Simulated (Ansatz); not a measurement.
Input for Ansatz (a program for electronic structure): R-CCSD(T)/def2-SVP on ClH3SiSn (SMILES [SiH3][Sn][Cl]), a point of a torsion scan. Elements past Kr take the def2 small-core potentials; no spin–orbit coupling. The run froze 19 orbitals, filled d shells among them.

Ansatz 0.2 input:
```yaml
crystal:
  periodic: [false, false, false]
  atoms:
    - {symbol: Si, position_ang: [-0.72781918, 0.05116638, 0.01212068]}
    - {symbol: Sn, position_ang: [1.60024673, 1.29468046, -0.11376595]}
    - {symbol: Cl, position_ang: [2.50639201, 0.39481797, 1.89308886]}
    - {symbol: H, position_ang: [-1.13010445, -0.45189852, 1.33761428]}
    - {symbol: H, position_ang: [-1.90630648, 0.83376110, -0.42290754]}
    - {symbol: H, position_ang: [-0.80884566, -1.14747445, -0.85316060]}
basis:
  gaussian:
    orbitals: def2-SVP
magnetization: {spin_polarized: false}
correlation: {method: ccsd_t, electrons: outside_noble_gas}
scf: {lower_state_search: off}
```

It printed:

```
WARN ansatz: RAYON_NUM_THREADS=1 ignored (pool sized by the plan → 1); use --threads N
Functional definition: HF
these checks for a lower state are left out or cut short: stability, starts, cluster_reference, orbital_swaps, neighbouring_geometries, increment
integrals: 0.06 GiB planned
822 factors; integrals over basis functions are off by at most 1.0e-3 eV
mean field: 0.17 GiB planned
mean field evaluation 1: about -26212.0260 eV, gradient 1.6e1 eV
mean field evaluation 2: about -26212.0327 eV, gradient 1.6e1 eV
mean field evaluation 4: about -26213.3916 eV, gradient 1.9e0 eV
mean field evaluation 8: about -26213.4242 eV, gradient 2.0e-4 eV
mean field -26213.42415320 eV, -963.3255695331 hartree, gradient 7.1e-6 eV, S^2 0.000000; 0 other end points of the search recorded, 0 dependent functions left out
19 core orbitals not correlated
reference -26213.42415320 eV, -963.3255695331 hartree; 9, 9 occupied and 49, 49 virtual orbitals, 822 factors
second order -8.04786644 eV of doubles, -0.00000000 eV of singles
coupled cluster: 0.14 GiB planned
cycle   1  -8.97361334 eV  change   -9.3e-1 eV  update   8.8e-2
cycle   2  -9.30835369 eV  change   -3.3e-1 eV  update   3.1e-2
cycle   3  -9.36368488 eV  change   -5.5e-2 eV  update   1.5e-2
cycle   4  -9.35893203 eV  change    4.8e-3 eV  update   4.9e-3
cycle   5  -9.35730806 eV  change    1.6e-3 eV  update   1.7e-3
cycle   6  -9.35724189 eV  change    6.6e-5 eV  update   6.5e-4
cycle   7  -9.35724685 eV  change   -5.0e-6 eV  update   2.4e-4
cycle   8  -9.35730504 eV  change   -5.8e-5 eV  update   8.2e-5
cycle   9  -9.35731339 eV  change   -8.3e-6 eV  update   3.0e-5
cycle  10  -9.35730351 eV  change    9.9e-6 eV  update   1.2e-5
perturbative correction -0.24134798 eV, -0.0088693745 hartree
Total energy: -26223.02280469 eV, -963.6783134691 hartree
Checks for a lower state left out: stability, starts, cluster_reference, orbital_swaps, neighbouring_geometries, increment
```

The calculation finished and met its thresholds.

Cost: around 1.6 core-seconds (rough).
